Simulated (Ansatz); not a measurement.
Stepwise reaction of `C#[C][Ga]([CH3])[C]#C` with hydrogen, as a gas-phase model of exchange steps in deposition or etching. ΔE in kJ/mol.

Program: Ansatz. Geometries: PBE0-D4/def2-TZVP. ΔE: electronic, gas phase. CCSD(T)/CBS adds triple-zeta CCSD(T) − MP2 to the extrapolated MP2 energy (def2 sets, frozen cores). This one scheme is used for every species. DFT in def2-TZVPP. B3LYP here is the variant with VWN-RPA as its local correlation; programs differ in this. For Ga outer-core shells are correlated without core-valence functions, which leaves a few kJ/mol of doubt a bond. Scalar relativity is left out up to krypton.

```tsv
step	reaction	PBE-D4	B3LYP-D4	ωB97M-V	CCSD(T)/CBS
2	`C#[C][GaH][CH3]` + H₂ → `[CH3][GaH2]` + `C#C`	28.2	26.0	24.7	31.7
```

Q: Give the row of step 1, `C#[C][Ga]([CH3])[C]#C` + H₂ → `C#[C][GaH][CH3]` + `C#C`. (Estimate.)

A: The calculation gave: 
| step | reaction | PBE-D4 | B3LYP-D4 | ωB97M-V | CCSD(T)/CBS |
| --- | --- | --- | --- | --- | --- |
| 1 | `C#[C][Ga]([CH3])[C]#C` + H₂ → `C#[C][GaH][CH3]` + `C#C` | 23.8 | 22.2 | 20.6 | 27.3 |

Q: By hand: ΔE of the 2 steps together at CCSD(T)/CBS.

A: (27.3) + (31.7) = 59.0 kJ/mol, or 29.5 kJ/mol a step.

In ΔE the steps differ by no more than 4.4 kJ/mol. All are uphill at CCSD(T)/CBS. PBE-D4 differs from CCSD(T)/CBS by -3.5 to -3.5 kJ/mol a step. Isolated molecules leave out the surface, adducts and barriers. Largest T1 diagnostic: 0.013.
